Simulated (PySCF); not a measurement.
Isomers of C2H6N2. Isolated molecules, 0 K electronic values unless said otherwise. One relaxed conformer stands for each flexible species; it need not be the lowest. Strings in code marks are SMILES.

These are PBE-D3(BJ)/def2-TZVP // B3LYP-D3(BJ)/def2-TZVP run with PySCF values and carry that method's errors. Delta-SCF ions had no search for a lower state. Excitations are Tamm–Dancoff values on a coarser integration grid. The basis has no diffuse functions, so Rydberg states are missing or too high.

```json
[
 {"species": "`[H]/N=C(/C)N`", "T1 excitation (TDA) (eV)": "4.90", "vertical ionisation energy (Delta-SCF) (eV)": "9.20", "S1 excitation (TDA) (eV)": "…", "S1 oscillator strength": "0.009", "HOMO (eV)": "-5.66"},
 {"species": "`C/N=C/N`", "T1 excitation (TDA) (eV)": "…", "vertical ionisation energy (Delta-SCF) (eV)": "8.77", "S1 excitation (TDA) (eV)": "5.75", "S1 oscillator strength": "0.000", "HOMO (eV)": "-5.43"},
 {"species": "`N/C=N\\C`", "T1 excitation (TDA) (eV)": "4.70", "vertical ionisation energy (Delta-SCF) (eV)": "8.90", "S1 excitation (TDA) (eV)": "…", "S1 oscillator strength": "0.011", "HOMO (eV)": "…"},
 {"species": "`N(=C)CN`", "T1 excitation (TDA) (eV)": "3.87", "vertical ionisation energy (Delta-SCF) (eV)": "–", "S1 excitation (TDA) (eV)": "4.00", "S1 oscillator strength": "0.004", "HOMO (eV)": "-5.46"},
 {"species": "`C=C(N)N`", "T1 excitation (TDA) (eV)": "…", "vertical ionisation energy (Delta-SCF) (eV)": "7.76", "S1 excitation (TDA) (eV)": "4.78", "S1 oscillator strength": "0.011", "HOMO (eV)": "-4.53"},
 {"species": "`[H]/N=C\\NC` (C–N–C–N torsion 6°)", "T1 excitation (TDA) (eV)": "…", "vertical ionisation energy (Delta-SCF) (eV)": "8.90", "S1 excitation (TDA) (eV)": "…", "S1 oscillator strength": "0.001", "HOMO (eV)": "-5.49"}
]
```

Question: Some entries are withheld; supply them.

Answer: 
- `[H]/N=C(/C)N`, S1 excitation (TDA) (eV): 5.68
- `C/N=C/N`, T1 excitation (TDA) (eV): 4.57
- `N/C=N\C`, S1 excitation (TDA) (eV): 5.51
- `N/C=N\C`, HOMO (eV): -5.45
- `C=C(N)N`, T1 excitation (TDA) (eV): 4.26
- `[H]/N=C\NC` (C–N–C–N torsion 6°), T1 excitation (TDA) (eV): 4.80
- `[H]/N=C\NC` (C–N–C–N torsion 6°), S1 excitation (TDA) (eV): 5.64
